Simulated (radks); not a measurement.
Q: All-electron atom: the thulium ion Tm1.3+ in [Kr] 4d10 4f13 5s(up 1, down 0.7) 5p6 6s1 (fractional occupations, a model configuration). Method: scalar-relativistic Kohn-Sham, r2SCAN, spin-polarised, spherical densities, finite nucleus; open shells are filled with parallel spins first (spin-orbit coupling, left out, can overturn this in heavy ions); meta-GGA in the generalised Kohn-Sham scheme; Fermi nuclear charge, rms radius 5.2256 fm; computed with a radial shooting solver on a logarithmic mesh with Libxc functionals. Some entries of the table are withheld. Estimate them.

orbital  occ.  eigenvalue (eV)  <r> (bohr)  <1/r> (bohr^-1)
1s up       1        -59370.25     0.02001            79.07
1s down     1        -59370.20     0.02001            79.07
2s up       1        -10049.28     0.08486            18.44
2s down     1        -10049.26     0.08486            18.44
2p up       3        -8871.207     0.07542            16.97
2p down     3        -8871.175     0.07542            16.97
3s up       1        -2275.802      0.2207            6.817
3s down     1        -2275.205      0.2206            6.818
3p up       3        -1917.276      0.2201            6.350
3p down     3        -1916.675      0.2201            6.352
3d up       5        -1474.175      0.1999            6.008
3d down     5        -1473.705      0.1999            6.009
4s up       1        -462.2252      0.4982            2.867
4s down     1        -460.9596      0.4982            2.866
4p up       3        -343.9196      0.5286            2.621
4p down     3        -342.6612      0.5285            2.621
4d up       5        -186.0872      0.5722            2.314
4d down     5        -184.8027      0.5720            2.315
5s up       1         -66.1398       1.226            1.079
5s down   0.7         -65.0583       1.233            1.072
5p up       3         -38.7433       1.452           0.8979
5p down     3         -37.9429       1.455           0.8927
4f up       7         -14.3041      0.7902            1.701
4f down     6         -13.0499      0.7954            1.695
6s up       1         -11.9594       3.432              (1)
6s down     0         -10.1260       3.608              (2)

A: 
(1) 6s up <1/r> (bohr^-1): 0.3632
(2) 6s down <1/r> (bohr^-1): 0.3525
